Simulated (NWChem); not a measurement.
System: C₂H₇AlO₂; SMILES C[O][Al]([CH3])[OH]

Parts of the log:

```
             Northwest Computational Chemistry Package (NWChem) 7.3.0
             --------------------------------------------------------

 C1  symmetry detected

                             Geometry "geometry" -> ""
                             -------------------------

 Output coordinates in angstroms (scale by  1.889725989 to convert to a.u.)

  No.       Tag          Charge          X              Y              Z
 ---- ---------------- ---------- -------------- -------------- --------------
    1 Al                  13.0000     0.04418905     0.48972196     0.00026550
    2 C                    6.0000    -1.19907072     1.97248597     0.00030358
    3 H                    1.0000    -2.24505954     1.63355548     0.03859018
    4 H                    1.0000    -1.07181841     2.58845490    -0.90482522
    5 H                    1.0000    -1.01955922     2.63457823     0.86278532
    6 O                    8.0000     1.71629911     0.82070740     0.00011566
    7 H                    1.0000     2.43671277     0.19033153    -0.00257498
    8 O                    8.0000    -0.54479061    -1.10288869    -0.00053212
    9 C                    6.0000    -0.13214354    -2.42300025     0.00036345
   10 H                    1.0000    -0.51700732    -2.95774620     0.88813910
   11 H                    1.0000    -0.51257609    -2.95767818    -0.88934628
   12 H                    1.0000     0.97006776    -2.53734522     0.00310991

 Effective nuclear repulsion energy (a.u.)     222.2534186256

                                 NWChem DFT Module
                                 -----------------

 Summary of "ao basis" -> "ao basis" (spherical)
 ------------------------------------------------------------------------------
       Tag                 Description            Shells   Functions and Types
 ---------------- ------------------------------  ------  ---------------------
 Al                         def2-svp                 8       18   4s3p1d
 C                          def2-svp                 6       14   3s2p1d
 H                          def2-svp                 3        5   2s1p
 O                          def2-svp                 6       14   3s2p1d

            General Information
            -------------------
          SCF calculation type: DFT
          Wavefunction type:  closed shell.
          No. of atoms     :    12
          No. of electrons :    48
           Alpha electrons :    24
            Beta electrons :    24
          Charge           :     0
          Spin multiplicity:     1
          Use of symmetry is: off; symmetry adaption is: off
          Maximum number of iterations: 150
          AO basis - number of functions:   109
                     number of shells:    53
          Convergence on energy requested:  1.00D-06
          Convergence on density requested:  1.00D-05
          Convergence on gradient requested:  5.00D-04

              XC Information
              --------------
                         PBE0 Method XC Functional
                     Hartree-Fock (Exact) Exchange  0.250
          PerdewBurkeErnzerhof Exchange Functional  0.750
            Perdew 1991 LDA Correlation Functional  1.000 local
           PerdewBurkeErnz. Correlation Functional  1.000 non-local

             Grid Information
             ----------------
          Grid used for XC integration:  medium
          Radial quadrature: Mura-Knowles
          Angular quadrature: Lebedev.
          Tag              B.-S. Rad. Rad. Pts. Rad. Cut. Ang. Pts.
          ---              ---------- --------- --------- ---------
          Al                  1.25       88          10.0       590
          C                   0.70       49          12.0       434
          H                   0.35       45          13.0       434
          O                   0.60       49          11.0       434
          Grid pruning is: on
          Number of quadrature shells:   599
          Spatial weights used:  Erf1

      Superposition of Atomic Density Guess
      -------------------------------------

 Sum of atomic energies:        -469.91829907

      Non-variational initial energy
      ------------------------------

 Total energy =    -471.935259
 1-e energy   =   -1088.020570
 2-e energy   =     393.831893
 HOMO         =      -0.389598
 LUMO         =      -0.018584

     ---------------------------------------------
      Total Density - Mulliken Population Analysis
     ---------------------------------------------

    Atom       Charge   Shell Charges
 -----------   ------   -------------------------------------------------------
    1 Al  13    11.66   2.00  1.99  0.67  0.07  5.93  0.53  0.22  0.23
    2 C    6     6.67   1.99  0.96  0.30  2.11  1.30  0.01
    3 H    1     0.86   0.65  0.18  0.03
    4 H    1     0.86   0.65  0.18  0.03
    5 H    1     0.86   0.65  0.18  0.03
    6 O    8     8.89   1.99  1.11  0.64  3.15  2.00  0.00
    7 H    1     0.65   0.52  0.07  0.06
    8 O    8     8.91   1.99  1.10  0.67  3.12  2.02  0.01
    9 C    6     5.85   1.99  0.91  0.21  1.85  0.84  0.05
   10 H    1     0.93   0.69  0.22  0.02
   11 H    1     0.93   0.69  0.22  0.02
   12 H    1     0.94   0.69  0.22  0.02

   convergence    iter        energy       DeltaE   RMS-Dens  Diis-err
 ---------------- ----- ----------------- --------- --------- ---------
 d= 0,ls=0.0,diis     1   -472.6706698679 -6.95D+02  1.25D-02  9.94D-01
 d= 0,ls=0.0,diis     2   -472.5959053459  7.48D-02  7.00D-03  1.93D+00
 d= 0,ls=0.0,diis     3   -472.7784509223 -1.83D-01  7.76D-04  1.58D-02
 d= 0,ls=0.0,diis     4   -472.7797440072 -1.29D-03  3.22D-04  2.32D-03
 d= 0,ls=0.0,diis     5   -472.7800255074 -2.82D-04  5.95D-05  1.03D-04
  Resetting Diis
 d= 0,ls=0.0,diis     6   -472.7800384339 -1.29D-05  1.33D-05  2.30D-06
 d= 0,ls=0.0,diis     7   -472.7800385750 -1.41D-07  1.43D-05  1.17D-06
 d= 0,ls=0.0,diis     8   -472.7800383914  1.84D-07  8.63D-06  3.05D-06

         Total DFT energy =     -472.780038391405
      One electron energy =    -1093.980415762057
           Coulomb energy =      447.969461222656
    Exchange-Corr. energy =      -49.022502477618
 Nuclear repulsion energy =      222.253418625614

 Numeric. integr. density =       48.000002766921

                       DFT Final Molecular Orbital Analysis
                       ------------------------------------

 Vector   22  Occ=2.000000D+00  E=-3.142275D-01
              MO Center= -8.8D-01,  1.5D+00,  1.1D-03, r^2= 1.9D+00
   Bfn.  Coefficient  Atom+Function         Bfn.  Coefficient  Atom+Function
  ----- ------------  ---------------      ----- ------------  ---------------
    23      0.348103   2 C  py               22     -0.283101   2 C  px
     3     -0.235973   1 Al s                26      0.215938   2 C  py
    25     -0.170779   2 C  px                9     -0.165265   1 Al py
     2     -0.156414   1 Al s                21     -0.152035   2 C  s
     8      0.138797   1 Al px               33      0.108935   3 H  s

 Vector   23  Occ=2.000000D+00  E=-2.895096D-01
              MO Center= -1.0D-01, -1.2D+00, -1.2D-03, r^2= 2.5D+00
   Bfn.  Coefficient  Atom+Function         Bfn.  Coefficient  Atom+Function
  ----- ------------  ---------------      ----- ------------  ---------------
    70      0.505655   8 O  px               73      0.383985   8 O  px
   105     -0.239123  12 H  s               106     -0.195725  12 H  s
    84     -0.192129   9 C  px               52      0.176353   6 O  py
    55      0.131531   6 O  py               51      0.129348   6 O  px
   100      0.113944  11 H  s                95      0.111443  10 H  s

 Vector   24  Occ=2.000000D+00  E=-2.866594D-01
              MO Center= -3.3D-01, -1.4D+00,  6.7D-04, r^2= 2.2D+00
   Bfn.  Coefficient  Atom+Function         Bfn.  Coefficient  Atom+Function
  ----- ------------  ---------------      ----- ------------  ---------------
    72      0.515670   8 O  pz               75      0.412846   8 O  pz
    95     -0.212061  10 H  s               100      0.210807  11 H  s
    86     -0.204325   9 C  pz               53     -0.168631   6 O  pz
    56     -0.141283   6 O  pz               96     -0.136725  10 H  s
   101      0.135932  11 H  s                13      0.074852   1 Al pz

 Vector   25  Occ=0.000000D+00  E= 1.048310D-02
              MO Center=  3.3D-01,  3.3D-01,  5.2D-03, r^2= 5.9D+00
   Bfn.  Coefficient  Atom+Function         Bfn.  Coefficient  Atom+Function
  ----- ------------  ---------------      ----- ------------  ---------------
     4      1.281137   1 Al s                21     -0.763857   2 C  s
    83     -0.431924   9 C  s                50     -0.427492   6 O  s
    69     -0.323072   8 O  s               106      0.249287  12 H  s
    39      0.214071   4 H  s                63      0.205058   7 H  s
    44      0.201212   5 H  s                20     -0.153468   2 C  s

 Vector   26  Occ=0.000000D+00  E= 2.673904D-02
              MO Center= -3.8D-03,  4.5D-01, -6.9D-03, r^2= 4.3D+00
   Bfn.  Coefficient  Atom+Function         Bfn.  Coefficient  Atom+Function
  ----- ------------  ---------------      ----- ------------  ---------------
    13      0.862525   1 Al pz               10      0.302768   1 Al pz
    56     -0.222067   6 O  pz               39      0.215716   4 H  s
    44     -0.213254   5 H  s                75     -0.202817   8 O  pz
    53     -0.199974   6 O  pz               72     -0.195376   8 O  pz
     7     -0.168650   1 Al pz              101     -0.160885  11 H  s

[...]
```

Level: PBE0/def2-SVP. Geometry: optimised at PBE0/def2-SVP. No frequency run checked for a minimum.

**Question.** Which NWChem input produces such a log?

**Answer.** Several could match; the one computed here: the input that was run:
```
start job
memory heap 200 mb stack 900 mb global 1100 mb
geometry units angstroms noautoz
  Al    -0.213690     0.472996     0.011553
  C     -1.715673     1.692713    -0.013376
  H     -2.678809     1.160946    -0.008350
  H     -1.683186     2.333474    -0.909612
  H     -1.688893     2.365453     0.859074
  O      1.364383     1.115297     0.062919
  H      2.191291     0.633201     0.076462
  O     -0.488941    -1.202302    -0.018776
  C      0.166945    -2.419996    -0.015981
  H     -0.133325    -3.029683     0.855993
  H     -0.080494    -3.005425    -0.920547
  H      1.270302    -2.323094     0.018157
end
basis spherical
  * library def2-svp
end
dft
  xc pbe0
  iterations 150
  mulliken
end
task dft energy
```
